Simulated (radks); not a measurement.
Effect of the nuclear size on the oxygen ion O3+, [He] 2s2 2p1. All-electron calculation, Dirac Kohn-Sham, relativistic LDA (MacDonald-Vosko exchange, VWN5 correlation), spin-unpolarised, spherical densities, finite nucleus; open shells are shared between the two j in proportion to 2j + 1; Fermi nuclear charge, rms radius 2.6991 fm. Program: a radial shooting solver on a logarithmic mesh with Libxc functionals. The rms radius is varied about that value; shifts are against it.

\begin{tabular}{lrrr}
rms radius (fm) & total energy shift (eV) & density at nucleus (e/bohr^3) & 1s1/2 shift (meV) \\ \hline
2.4211 & -0.0000751 & 323.4 & -0.029 \\
2.5426 & -0.0000432 & 323.4 & -0.016 \\
2.6991 & 0 & 323.3 & 0.000 \\
2.8341 & 0.0000393 & 323.2 & 0.015 \\
3.1741 & 0.000147 & 323 & 0.056 \\
\end{tabular}

Slopes of the eigenvalues against <r^2> in GHz/fm^2, as finite differences over the two radii next to the reference (eigenvalue slopes, not the field-shift constants of lines): 1s1/2 4.85.
